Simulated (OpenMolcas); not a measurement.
Ni4+ among 4 point charges of -2 e arranged as a tetrahedron (Td).

- Program: OpenMolcas 26.06
- Method: CASSCF
- Basis: ANO-RCC-VDZP [5s4p2d1f]
- Scalar Hamiltonian: DKH2, point nucleus
- Active space: 6 electrons in 5 orbitals (3d)
- State averaging: 2S+1 = 5 even, 5 roots; 2S+1 = 3 even, 45 roots; 2S+1 = 1 even, 50 roots
- Spin-orbit coupling: RASSI with atomic mean-field integrals over the reference wave functions

All point charges move together. At R = 1.54 Å the first state of the same spin is 2948 cm-1, and at R = 1.66 Å it is 2155 cm-1.

Question: A third run gives 1762 cm-1. What distance was it run at?

Answer: With a power law R^-n the two known points give n = -ln(2155 / 2948) / ln(1.66 / 1.54) = 4.18. Then R = 1.54 × (2948 / 1762)^(1/4.18) = 1.742 Å. The run was at 1.74 Å, so the estimate is off by +0.002 Å.

An orbital doublet at a regular site is open to a Jahn-Teller distortion, which this geometry leaves out. Without dynamic correlation the repulsion within the d shell is too large (B by tens of per cent), so at a given field states of lower spin stand too high. The ground term spreads over less than 5000 cm-1, several times less than with real ligands, so orbital moments are less quenched and χT lies further from the spin-only value than at real sites. Point charges carry no covalency, so the field is a model and not that of real ligands. No measured value stands beside these numbers.
